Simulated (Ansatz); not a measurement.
Nudged elastic band run: GaH₈NSi

Input:

```yaml
crystal:
  periodic: [false, false, false]
  atoms:
    - { symbol: Ga, position_ang: [0.104475, -0.227407, -0.06754] }
    - { symbol: H, position_ang: [-0.23998, 1.052716, 0.800349] }
    - { symbol: H, position_ang: [1.635725, -0.543872, -0.337905] }
    - { symbol: H, position_ang: [-0.954692, -0.722323, -1.136819] }
    - { symbol: "N", position_ang: [-0.26313, -1.765648, 1.481014] }
    - { symbol: H, position_ang: [-0.880673, -2.450978, 1.03944] }
    - { symbol: Si, position_ang: [1.249108, -2.498647, 2.132299] }
    - { symbol: H, position_ang: [1.888848, -3.233954, 1.016008] }
    - { symbol: H, position_ang: [2.08653, -1.388299, 2.645276] }
    - { symbol: H, position_ang: [0.920506, -3.441811, 3.241582] }
    - { symbol: H, position_ang: [-0.819918, -1.290176, 2.195197] }
basis:
  gaussian: { orbitals: def2-SVP }
hamiltonian:
  xc: b3lyp
neb:
  order_check: false
  images: 8
  f_tol: 0.03
  max_iterations: 60
  climbing: false
  final_atoms:
    - { symbol: Ga, position_ang: [0.43521248, -0.81460246, -0.46491115] }
    - { symbol: H, position_ang: [-1.55059185, 0.89373424, 2.37628718] }
    - { symbol: H, position_ang: [1.80259516, -0.05620575, -0.48300691] }
    - { symbol: H, position_ang: [-0.79011885, -0.58815372, -1.41336063] }
    - { symbol: "N", position_ang: [0.23209428, -2.1293081, 0.81703103] }
    - { symbol: H, position_ang: [-0.66925361, -2.60672881, 0.79601029] }
    - { symbol: Si, position_ang: [1.36710573, -2.72414689, 2.00474379] }
    - { symbol: H, position_ang: [1.73860549, -4.15577306, 1.77416998] }
    - { symbol: H, position_ang: [2.59739419, -1.88811539, 1.91432404] }
    - { symbol: H, position_ang: [0.81956023, -2.63780614, 3.39483691] }
    - { symbol: H, position_ang: [-1.25580426, 0.19670707, 2.29277648] }
  initial_path:
    images:
      - { positions_ang: [[0.104475, -0.227407, -0.06754], [-0.23998, 1.052716, 0.800349], [1.635725, -0.543872, -0.337905], [-0.954692, -0.722323, -1.136819], [-0.26313, -1.765648, 1.481014], [-0.880673, -2.450978, 1.03944], [1.249108, -2.498647, 2.132299], [1.888848, -3.233954, 1.016008], [2.08653, -1.388299, 2.645276], [0.920506, -3.441811, 3.241582], [-0.819918, -1.290176, 2.195197]] }
      - { positions_ang: [[0.05767321, -0.19162045, -0.06106866], [-0.22685246, 0.80895108, 1.04027071], [1.55573059, -0.4084526, -0.43431022], [-1.05962128, -0.60988579, -1.07837343], [-0.16528469, -1.85134096, 1.30755909], [-0.7381156, -2.56519735, 0.84482968], [1.22116445, -2.48910466, 2.15291798], [1.79202975, -3.37638163, 1.30551101], [2.14608382, -1.45119756, 2.5462068], [0.78761633, -3.13595361, 3.27273034], [-0.6436251, -1.24021547, 2.1126277]] }
      - { positions_ang: [[0.01087141, -0.15583391, -0.05459732], [-0.21372492, 0.56518616, 1.28019243], [1.47573617, -0.27303321, -0.53071545], [-1.16455057, -0.49744859, -1.01992786], [-0.06743938, -1.93703392, 1.13410419], [-0.59555821, -2.6794167, 0.65021936], [1.1932209, -2.47956232, 2.17353695], [1.69521149, -3.51880925, 1.59501401], [2.20563763, -1.51409612, 2.4471376], [0.65472666, -2.83009622, 3.30387868], [-0.4673322, -1.19025494, 2.03005841]] }
      - { positions_ang: [[-0.03593038, -0.12004736, -0.04812599], [-0.20059738, 0.32142125, 1.52011414], [1.39574176, -0.13761381, -0.62712067], [-1.26947985, -0.38501138, -0.96148229], [0.03040592, -2.02272688, 0.96064928], [-0.45300081, -2.79363605, 0.45560904], [1.16527735, -2.47001997, 2.19415593], [1.59839324, -3.66123688, 1.88451702], [2.26519145, -1.57699467, 2.34806841], [0.521837, -2.52423883, 3.33502702], [-0.29103929, -1.14029441, 1.94748911]] }
      - { positions_ang: [[-0.08273218, -0.08426081, -0.04165465], [-0.18746985, 0.07765633, 1.76003585], [1.31574734, -0.00219442, -0.7235259], [-1.37440914, -0.27257418, -0.90303672], [0.12825123, -2.10841984, 0.78719438], [-0.31044341, -2.9078554, 0.26099872], [1.1373338, -2.46047763, 2.2147749], [1.50157499, -3.8036645, 2.17402003], [2.32474527, -1.63989323, 2.24899921], [0.38894733, -2.21838144, 3.36617536], [-0.11474639, -1.09033387, 1.86491982]] }
      - { positions_ang: [[-0.04598357, -0.14950475, -0.085807], [-0.33309338, 0.05999169, 1.9351401], [1.33428847, 0.05199072, -0.73964833], [-1.35612323, -0.25766648, -0.93376357], [0.18327615, -2.14882652, 0.71341849], [-0.28695237, -2.92516104, 0.23395097], [1.15044466, -2.48553318, 2.2006021], [1.48488138, -3.90608884, 2.25826025], [2.38150796, -1.69542838, 2.16778233], [0.37773113, -2.12904757, 3.38320369], [-0.1631782, -0.92512464, 1.87576198]] }
      - { positions_ang: [[0.07431544, -0.31577918, -0.18058303], [-0.637468, 0.26842732, 2.04542687], [1.45136514, 0.0249416, -0.67548798], [-1.21462213, -0.34028829, -1.05366284], [0.19548068, -2.14394691, 0.73932163], [-0.38252768, -2.84555298, 0.3744658], [1.20460993, -2.5451866, 2.15163752], [1.5483124, -3.9685099, 2.13723768], [2.43547952, -1.74360013, 2.10441775], [0.48818841, -2.25623721, 3.38611199], [-0.43633471, -0.64466672, 1.98001561]] }
      - { positions_ang: [[0.19461445, -0.48205361, -0.27535907], [-0.94184262, 0.47686296, 2.15571364], [1.56844182, -0.00210751, -0.61132762], [-1.07312104, -0.4229101, -1.1735621], [0.20768522, -2.13906731, 0.76522476], [-0.47810299, -2.76594493, 0.51498063], [1.2587752, -2.60484003, 2.10267294], [1.61174343, -4.03093095, 2.01621512], [2.48945108, -1.79177189, 2.04105318], [0.59864568, -2.38342685, 3.3890203], [-0.70949123, -0.36420879, 2.08426923]] }
      - { positions_ang: [[0.31491346, -0.64832803, -0.37013511], [-1.24621723, 0.6852986, 2.26600041], [1.68551849, -0.02915663, -0.54716727], [-0.93161994, -0.50553191, -1.29346136], [0.21988975, -2.1341877, 0.79112789], [-0.5736783, -2.68633687, 0.65549546], [1.31294046, -2.66449346, 2.05370837], [1.67517446, -4.093352, 1.89519255], [2.54342264, -1.83994364, 1.97768861], [0.70910296, -2.51061649, 3.3919286], [-0.98264774, -0.08375086, 2.18852285]] }
      - { positions_ang: [[0.43521248, -0.81460246, -0.46491115], [-1.55059185, 0.89373424, 2.37628718], [1.80259516, -0.05620575, -0.48300691], [-0.79011885, -0.58815372, -1.41336063], [0.23209428, -2.1293081, 0.81703103], [-0.66925361, -2.60672881, 0.79601029], [1.36710573, -2.72414689, 2.00474379], [1.73860549, -4.15577306, 1.77416998], [2.59739419, -1.88811539, 1.91432404], [0.81956023, -2.63780614, 3.39483691], [-1.25580426, 0.19670707, 2.29277648]] }
```

Run as:

```bash
$ ansatz run input.yaml --threads 2 --pin off --max-ram 3072MiB --backend cpu --events-out ev --progress --plain --runs-dir out
```

Output, in part (warnings, iteration lines, the closing report on the highest movable image, with atoms numbered from 0):

```
NEB end point (image 0): max|allowed force component| = 4.320e-3 eV/Å (the criterion of neb.relax_end_points is 1.000e-2)
NEB end point (image 9): max|allowed force component| = 1.772e-2 eV/Å (the criterion of neb.relax_end_points is 1.000e-2)
NEB iter   1: max|band force component| = 4.918e0 eV/Å  barrier→ = 3.5582 eV  barrier← = 3.1270 eV  Δτ_max = 0.2000 Å  (251 SCF iters)
NEB iter   2: max|band force component| = 3.085e0 eV/Å  barrier→ = 2.2019 eV  barrier← = 1.7706 eV  Δτ_max = 0.2000 Å  (222 SCF iters)
NEB iter   3: max|band force component| = 6.047e0 eV/Å  barrier→ = 1.5665 eV  barrier← = 1.1353 eV  Δτ_max = 0.1002 Å  (213 SCF iters)
NEB iter   4: max|band force component| = 1.019e0 eV/Å  barrier→ = 1.3024 eV  barrier← = 0.8711 eV  Δτ_max = 0.2000 Å  (207 SCF iters)
NEB iter   5: max|band force component| = 2.031e0 eV/Å  barrier→ = 1.4636 eV  barrier← = 1.0324 eV  Δτ_max = 0.1001 Å  (208 SCF iters)
NEB iter   6: max|band force component| = 5.197e-1 eV/Å  barrier→ = 1.4235 eV  barrier← = 0.9922 eV  Δτ_max = 0.1988 Å  (195 SCF iters)
NEB iter   7: max|band force component| = 6.156e-1 eV/Å  barrier→ = 1.5485 eV  barrier← = 1.1172 eV  Δτ_max = 0.1004 Å  (204 SCF iters)
NEB iter   8: max|band force component| = 6.386e-1 eV/Å  barrier→ = 1.4978 eV  barrier← = 1.0666 eV  Δτ_max = 0.0502 Å  (201 SCF iters)
NEB iter   9: max|band force component| = 2.681e-1 eV/Å  barrier→ = 1.4470 eV  barrier← = 1.0157 eV  Δτ_max = 0.1001 Å  (194 SCF iters)
NEB iter  10: max|band force component| = 3.469e-1 eV/Å  barrier→ = 1.3642 eV  barrier← = 0.9329 eV  Δτ_max = 0.0501 Å  (194 SCF iters)
NEB iter  11: max|band force component| = 1.143e-1 eV/Å  barrier→ = 1.3731 eV  barrier← = 0.9418 eV  Δτ_max = 0.1019 Å  (193 SCF iters)
NEB iter  12: max|band force component| = 2.438e-1 eV/Å  barrier→ = 1.4760 eV  barrier← = 1.0447 eV  Δτ_max = 0.0505 Å  (192 SCF iters)
NEB iter  13: max|band force component| = 2.747e-1 eV/Å  barrier→ = 1.4890 eV  barrier← = 1.0577 eV  Δτ_max = 0.0251 Å  (192 SCF iters)
NEB iter  14: max|band force component| = 1.936e-1 eV/Å  barrier→ = 1.4786 eV  barrier← = 1.0473 eV  Δτ_max = 0.0250 Å  (189 SCF iters)
NEB iter  15: max|band force component| = 1.553e-1 eV/Å  barrier→ = 1.4606 eV  barrier← = 1.0293 eV  Δτ_max = 0.0505 Å  (191 SCF iters)
NEB iter  16: max|band force component| = 1.563e-1 eV/Å  barrier→ = 1.4044 eV  barrier← = 0.9731 eV  Δτ_max = 0.0251 Å  (193 SCF iters)
NEB iter  17: max|band force component| = 1.548e-1 eV/Å  barrier→ = 1.3615 eV  barrier← = 0.9302 eV  Δτ_max = 0.0250 Å  (182 SCF iters)
NEB iter  18: max|band force component| = 1.223e-1 eV/Å  barrier→ = 1.3180 eV  barrier← = 0.8867 eV  Δτ_max = 0.0251 Å  (183 SCF iters)
NEB iter  19: max|band force component| = 8.557e-2 eV/Å  barrier→ = 1.2735 eV  barrier← = 0.8423 eV  Δτ_max = 0.0251 Å  (183 SCF iters)
NEB iter  20: max|band force component| = 8.426e-2 eV/Å  barrier→ = 1.2274 eV  barrier← = 0.7962 eV  Δτ_max = 0.0251 Å  (184 SCF iters)
NEB iter  21: max|band force component| = 7.072e-2 eV/Å  barrier→ = 1.1836 eV  barrier← = 0.7523 eV  Δτ_max = 0.0250 Å  (189 SCF iters)
NEB iter  22: max|band force component| = 5.855e-2 eV/Å  barrier→ = 1.1453 eV  barrier← = 0.7141 eV  Δτ_max = 0.0250 Å  (189 SCF iters)
NEB iter  23: max|band force component| = 6.159e-2 eV/Å  barrier→ = 1.1128 eV  barrier← = 0.6815 eV  Δτ_max = 0.0125 Å  (188 SCF iters)
NEB iter  24: max|band force component| = 5.981e-2 eV/Å  barrier→ = 1.1017 eV  barrier← = 0.6704 eV  Δτ_max = 0.0125 Å  (173 SCF iters)
NEB iter  25: max|band force component| = 6.998e-2 eV/Å  barrier→ = 1.0909 eV  barrier← = 0.6596 eV  Δτ_max = 0.0063 Å  (175 SCF iters)
NEB iter  26: max|band force component| = 6.896e-2 eV/Å  barrier→ = 1.0863 eV  barrier← = 0.6550 eV  Δτ_max = 0.0125 Å  (166 SCF iters)
NEB iter  27: max|band force component| = 6.580e-2 eV/Å  barrier→ = 1.0754 eV  barrier← = 0.6441 eV  Δτ_max = 0.0250 Å  (170 SCF iters)
NEB iter  28: max|band force component| = 5.873e-2 eV/Å  barrier→ = 1.0515 eV  barrier← = 0.6202 eV  Δτ_max = 0.0250 Å  (183 SCF iters)
NEB iter  29: max|band force component| = 4.987e-2 eV/Å  barrier→ = 1.0305 eV  barrier← = 0.5992 eV  Δτ_max = 0.0250 Å  (185 SCF iters)
NEB iter  30: max|band force component| = 6.614e-2 eV/Å  barrier→ = 1.0499 eV  barrier← = 0.6186 eV  Δτ_max = 0.0125 Å  (181 SCF iters)
NEB iter  31: max|band force component| = 4.500e-2 eV/Å  barrier→ = 1.0566 eV  barrier← = 0.6253 eV  Δτ_max = 0.0125 Å  (173 SCF iters)
NEB iter  32: max|band force component| = 2.454e-2 eV/Å  barrier→ = 1.0577 eV  barrier← = 0.6264 eV  Δτ_max = 0.0000 Å  (375 SCF iters)
Total energy: -61866.98587511 eV, -2273.5697959612 hartree
Atom 0 at     0.062369    -0.326748    -0.160962 Å, force    -0.430391     1.054953     0.133198 eV/Å
Atom 1 at    -0.797162     0.408192     1.208188 Å, force     0.280818     0.132801    -0.702054 eV/Å
Atom 2 at     1.520579     0.225205    -0.217521 Å, force     0.113177    -0.097806    -0.104595 eV/Å
Atom 3 at    -0.963082    -0.610106    -1.303698 Å, force     0.067479    -0.136478    -0.137920 eV/Å
Atom 4 at    -0.041610    -1.855135     1.246072 Å, force    -0.403563     0.528662     0.597981 eV/Å
Atom 5 at    -0.798314    -2.512920     1.037058 Å, force    -0.049832     0.146954     0.022470 eV/Å
Atom 6 at     1.284486    -2.599618     2.192481 Å, force    -0.026013     0.141434     0.127940 eV/Å
Atom 7 at     1.673953    -3.958075     1.696633 Å, force    -0.202263     0.164936    -0.156249 eV/Å
Atom 8 at     2.459954    -1.697884     2.111957 Å, force    -0.000114     0.047123     0.014328 eV/Å
Atom 9 at     0.840083    -2.745688     3.604261 Å, force     0.039112    -0.025686     0.092688 eV/Å
Atom 10 at    -0.514457    -0.837622     1.594431 Å, force     0.611590    -1.956892     0.112214 eV/Å
Dipole moment:     0.015039    -0.571874     0.235287 e Å
```

The run converged. No image climbed, so the highest image needn't sit at the top of the path. The orbitals stay closed-shell, which can raise the energy where a bond breaks towards radicals; this wasn't checked here.

Final band (atoms are numbered from 1 in the order of the input):

| image | path coordinate (Å) | energy (kJ/mol) | Ga1–H2 (Å) | N5–H11 (Å) | H2–H11 (Å) |
| --- | --- | --- | --- | --- | --- |
| 0 | 0.00 | 0.0 | 1.58 | 1.02 | 2.79 |
| 1 | 0.65 | 1.6 | 1.59 | 1.02 | 2.71 |
| 2 | 1.30 | 5.7 | 1.59 | 1.02 | 2.57 |
| 3 | 1.95 | 18.7 | 1.60 | 1.02 | 2.06 |
| 4 | 2.60 | 102.1 | 1.78 | 1.17 | 1.33 |
| 5 | 3.24 | 95.9 | 2.11 | 1.85 | 0.81 |
| 6 | 3.89 | 51.2 | 2.60 | 2.43 | 0.76 |
| 7 | 4.54 | 42.5 | 3.04 | 2.98 | 0.76 |
| 8 | 5.19 | 41.8 | 3.58 | 3.37 | 0.76 |
| 9 | 5.84 | 41.6 | 3.86 | 3.13 | 0.76 |

Time of the run: 12 min on 2 threads of Arm Neoverse V2, with other jobs on the host, peak memory 0.23 GiB.
